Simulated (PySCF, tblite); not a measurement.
Parent: `[c:1]1[cH:2][cH:3][cH:4][cH:5][cH:6]1` (doublet state), C6H5.

Structures optimised with GFN2-xTB, isolated species. Open shells are treated by occupation alone. One conformer each, not checked by frequencies here.

| coordinate of the parent | value |
| --- | --- |
| C1–C2 | 1.363 Å |
| C2–C3 | 1.394 Å |
| C3–C4 | 1.384 Å |
| C4–C5 | 1.384 Å |
| C5–C6 | 1.394 Å |
| C1–C6 | 1.363 Å |
| C2–C1–C6 | 125.0° |
| C1–C2–C3 | 117.2° |
| C2–C3–C4 | 119.8° |
| C3–C4–C5 | 120.8° |
| C4–C5–C6 | 119.8° |
| C1–C6–C5 | 117.2° |

Q: How does the shared frame change in `[CH3:1][O:2][CH2:3][c:4]1[cH:5][cH:6][c:7][cH:8][cH:9]1` (doublet state) with C1–O2–C3–C4 68°, O2–C3–C4–C5 -132°, C8H9O? Atoms pair as C1 = C7, C2 = C6, C3 = C5, C4 = C4, C5 = C9, C6 = C8 (parent first).

A: 
```tsv
parent	relative	value in the relative	change
C1–C2	C7–C6	1.363 Å	0.000
C2–C3	C6–C5	1.394 Å	0.000
C3–C4	C5–C4	1.387 Å	+0.003
C4–C5	C4–C9	1.389 Å	+0.005
C5–C6	C9–C8	1.392 Å	-0.002
C1–C6	C7–C8	1.364 Å	+0.001
C2–C1–C6	C6–C7–C8	124.8°	-0.2
C1–C2–C3	C7–C6–C5	117.4°	+0.2
C2–C3–C4	C6–C5–C4	120.2°	+0.4
C3–C4–C5	C5–C4–C9	120.0°	-0.8
C4–C5–C6	C4–C9–C8	120.4°	+0.6
C1–C6–C5	C7–C8–C9	117.3°	+0.1
```

Of the parent's bonds, C4–C5 changes most (+0.005 Å). Bonds of the relative outside the shared frame: C1–O2 1.405, O2–C3 1.410, C3–C4 1.513 Å. Point group C2v → C1.

These are computed values.
